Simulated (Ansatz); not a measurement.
Geometry optimisation, Ansatz, RKS CAM-B3LYP-D4/def2-SVP.

Input file:

```yaml
crystal:
  periodic: [false, false, false]
  atoms:
    - { symbol: B, position_ang: [1.031168, -1.337558, 0.035684] }
    - { symbol: Cl, position_ang: [2.051738, 0.170379, 0.105501] }
    - { symbol: Cl, position_ang: [1.332185, -2.499057, -1.21147] }
    - { symbol: Cl, position_ang: [-0.072343, -1.660665, 1.346855] }
    - { symbol: H, position_ang: [-1.173183, 0.634272, -0.77829] }
    - { symbol: O, position_ang: [-0.951442, -0.03935, -1.438964] }
    - { symbol: H, position_ang: [0.137321, 1.650344, 1.133488] }
    - { symbol: O, position_ang: [-0.828763, 1.697113, 1.186342] }
    - { symbol: H, position_ang: [-0.473095, 0.450081, -2.119675] }
    - { symbol: H, position_ang: [-1.053686, 0.934441, 1.740529] }
basis:
  gaussian: { orbitals: def2-SVP }
hamiltonian:
  xc: cam_b3lyp
  dispersion: d4
relax:
  f_tol: 0.03
  max_steps: 50
```

Launched with:

```bash
$ ansatz run input.yaml --threads 4 --pin off --max-ram 5120MiB --backend cpu --events-out ev --progress --plain --runs-dir out
```

Q: Where does it end, and by what steps?

A: It converged. After 10 steps the energy has fallen by 1.041 eV; O6 moved furthest, 0.65 Å. Joined: B1–O6 (2.79 → 1.55 Å).

| step | energy less start (eV) | largest force component (eV/Å) | accepted |
| --- | --- | --- | --- |
| 0 | 0.0000 | 1.110 | yes |
| 1 | -0.1228 | 0.716 | yes |
| 2 | -0.3175 | 0.778 | yes |
| 3 | -0.6611 | 0.951 | yes |
| 4 | -0.7918 | 1.734 | yes |
| 5 | -0.9669 | 0.900 | yes |
| 6 | -1.0255 | 0.400 | yes |
| 7 | -1.0187 | 0.370 | no |
| 8 | -1.0393 | 0.097 | yes |
| 9 | -1.0402 | 0.056 | yes |
| 10 | -1.0408 | 0.025 | yes |

```xyz
10
Properties=species:S:1:pos:R:3
B 0.589 -0.980 -0.256
Cl 1.934 0.259 0.090
Cl 1.104 -2.264 -1.416
Cl -0.166 -1.591 1.302
H -0.796 0.613 -0.313
O -0.549 -0.182 -0.946
H 0.080 1.681 0.968
O -0.871 1.501 0.853
H -0.271 0.127 -1.823
H -1.054 0.836 1.541
```

Whether the end is a true minimum wasn't checked by a vibrational analysis.

Run time: 43 s on 4 threads of Arm Neoverse N1, on a shared host, peak memory 0.36 GiB.
